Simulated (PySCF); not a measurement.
UHF on C⁻ (carbon, charge -1)

Configuration: [He] 2s2 2p3, high-spin 4S determinant. Computed with PySCF 2.14 in aug-cc-pwCVTZ (7s6p4d2f, 59 functions), with the non-relativistic Hamiltonian (point nucleus).

```json
{"Total energy": "-37.708533 hartree", "One-electron energy": "-52.5412 hartree", "Hartree (Coulomb) energy": "20.0969 hartree", "Exchange energy": "-5.2643 hartree", "Kinetic energy": "37.70553 hartree", "⟨S²⟩": "3.7568", "⟨L²⟩": "0.000", "Sum of ⟨r⟩": "10.35 bohr", "Sum of ⟨r²⟩": "26.08 bohr²", "Density at the nucleus (Gaussians lack the cusp)": "122 bohr⁻³", "Spin density at the nucleus": "0.0371 bohr⁻³", "Langevin diamagnetic susceptibility": "-20.7 ×10⁻⁶ cm³/mol"}
```

| shell | electrons | mean orbital energy (eV) | rms radius, mean of both spins (bohr) |
| --- | --- | --- | --- |
| 1s α | 1 | -298.66 | 0.312 |
| 1s β | 1 | -297.35 | 0.312 |
| 2s α | 1 | -14.305 | 1.91 |
| 2s β | 1 | -5.803 | 1.91 |
| 2p α | 3 | -2.121 | 2.49 |

Spin-orbit constants ζ (cm⁻¹) from the X2C one-electron operator on these orbitals (non-relativistic here): bare nucleus, nucleus screened by l(l+1)(2l+1)/3 electrons, and screened by the Breit-Pauli mean field of the electrons.

```json
{"shell": "2p", "bare": "43.16", "screened nucleus": "28.77", "mean field": "22.28"}
```
